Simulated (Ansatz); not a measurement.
This Ansatz (a first-principles code) input (wB97M-V/6-311++G(2d,2p)) gives -0.49433 Eh with 10 basis functions. A basis named .json is the Basis Set Exchange file of that set (core-valence sets with the plain set on hydrogen).

Ansatz 0.2 input:
```yaml
crystal:
  periodic: [false, false, false]
  atoms:
    - {symbol: H, position_ang: [0.00000000, 0.00000000, 0.00000000]}
basis:
  gaussian:
    orbitals: 6-311++G_2d_2p_.json
hamiltonian:
  xc: {name: wB97M-V}
magnetization: {spin_polarized: true, initial_magnetization: 1}
scf: {lower_state_search: full}
```

Change:
```diff
- orbitals: 6-311++G_2d_2p_.json
+ orbitals: cc-pVDZ
```

Question: What does the run give now?

Answer: -0.49171 Eh (wB97M-V/cc-pVDZ, 5 functions), a change of +2.62 mEh.
